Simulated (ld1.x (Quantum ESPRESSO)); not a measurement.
**Reading a pseudo-wave (boron)**

Columns: radius, all-electron u(r) and pseudo u(r) of the 2s shell (level -9.44 eV) of boron in the configuration [He] 2s2 2p1; PBE, non-relativistic, TM scheme, ld1.x (Quantum ESPRESSO) 7.5.

```json
{"r (bohr)": "0.188", "all-electron": "0.3038", "pseudo": "-0.1035"}
{"r (bohr)": "0.375", "all-electron": "0.1222", "pseudo": "-0.1916"}
{"r (bohr)": "0.562", "all-electron": "-0.1434", "pseudo": "-0.2745"}
{"r (bohr)": "0.750", "all-electron": "-0.3759", "pseudo": "-0.3945"}
{"r (bohr)": "0.938", "all-electron": "-0.5474", "pseudo": "-0.5474"}
{"r (bohr)": "1.125", "all-electron": "-0.6582", "pseudo": "-0.6582"}
{"r (bohr)": "1.312", "all-electron": "-0.7174", "pseudo": "-0.7174"}
{"r (bohr)": "1.500", "all-electron": "-0.7364", "pseudo": "-0.7364"}
{"r (bohr)": "1.688", "all-electron": "-0.7261", "pseudo": "-0.7261"}
{"r (bohr)": "1.875", "all-electron": "-0.6961", "pseudo": "-0.6961"}
{"r (bohr)": "2.062", "all-electron": "-0.6537", "pseudo": "-0.6537"}
{"r (bohr)": "2.250", "all-electron": "-0.6041", "pseudo": "-0.6041"}
{"r (bohr)": "2.438", "all-electron": "-0.5515", "pseudo": "-0.5515"}
{"r (bohr)": "2.625", "all-electron": "-0.4989", "pseudo": "-0.4989"}
{"r (bohr)": "2.812", "all-electron": "-0.4480", "pseudo": "-0.4480"}
{"r (bohr)": "3.000", "all-electron": "-0.3996", "pseudo": "-0.3996"}
{"r (bohr)": "3.188", "all-electron": "-0.3546", "pseudo": "-0.3546"}
{"r (bohr)": "3.375", "all-electron": "-0.3136", "pseudo": "-0.3136"}
{"r (bohr)": "3.562", "all-electron": "-0.2765", "pseudo": "-0.2765"}
{"r (bohr)": "3.750", "all-electron": "-0.2429", "pseudo": "-0.2429"}
{"r (bohr)": "3.938", "all-electron": "-0.2129", "pseudo": "-0.2129"}
{"r (bohr)": "4.125", "all-electron": "-0.1864", "pseudo": "-0.1864"}
{"r (bohr)": "4.312", "all-electron": "-0.1628", "pseudo": "-0.1628"}
{"r (bohr)": "4.500", "all-electron": "-0.1419", "pseudo": "-0.1419"}
{"r (bohr)": "4.688", "all-electron": "-0.1236", "pseudo": "-0.1236"}
{"r (bohr)": "4.875", "all-electron": "-0.1075", "pseudo": "-0.1075"}
```

**Question.** How many radial nodes do the two functions have?

**Answer.** The all-electron 2s function has n − l − 1 = 1; the pseudo-wave has 0, since the states of the same l below it are removed with the core.

**Question.** At about which radius was the pseudo-wave matched?

**Answer.** 1.00 bohr, where the columns begin to agree (steps of 0.19 bohr).

**Question.** Is the pseudo-wave norm-conserving?

**Answer.** Yes: the TM scheme keeps the norm inside the radius equal to the all-electron one, which fixes the energy derivative of the logarithmic derivative at the level.
